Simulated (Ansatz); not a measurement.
Species, as SMILES: F[C]F (closed-shell singlet).
Geometry (B3LYP-D3(BJ)/def2-TZVP, fixed):
```xyz
3

F     -1.0201    -0.2528     0.0305
C     -0.0313     0.5961     0.0011
F      1.0410    -0.1446    -0.0312
```

Basis-set convergence of the dipole moment at PBE with Ansatz (a quantum-chemistry and plane-wave program). Dipoles come from the density behind the forces; the sign is taken along the dipole that this method gives in the largest set. Cartesian d functions, on some or all atoms, in 6-31G**, 6-31+G*; all else is spherical. The program fits the integrals of some runs and decomposes those of others, by size. No added dispersion term, no relativity. Reference: the value in aug-pcseg-3, 0.731 D.

| basis | functions | dipole moment (D) |
|---|---|---|
| STO-3G | 15 | … |
| 6-31G | 27 | … |
| pcseg-0 | 27 | 0.834 |
| def2-SVP | 42 | … |
| pcseg-1 | 42 | 0.747 |
| 6-31G** | 45 | 0.865 |
| 6-31+G* | 57 | … |
| def2-SVPD | 66 | 0.755 |
| aug-pcseg-1 | 69 | 0.725 |
| def2-TZVPP | 93 | 0.785 |
| 6-311++G(3df,3pd) | 117 | 0.717 |
| def2-TZVPPD | 117 | 0.729 |
| jun-cc-pV(T+d)Z | 117 | 0.729 |
| pcseg-3 | 180 | 0.730 |
| d-aug-cc-pVTZ | 186 | 0.733 |
| def2-QZVPPD | 195 | 0.730 |
| aug-cc-pVQZ | 240 | 0.730 |
| aug-pcseg-3 | 255 | 0.731 |

**Question.** Fill in the missing entries.

**Answer.** 
- STO-3G, dipole moment (D): 1.390
- 6-31G, dipole moment (D): 0.722
- def2-SVP, dipole moment (D): 0.932
- 6-31+G*, dipole moment (D): 0.701
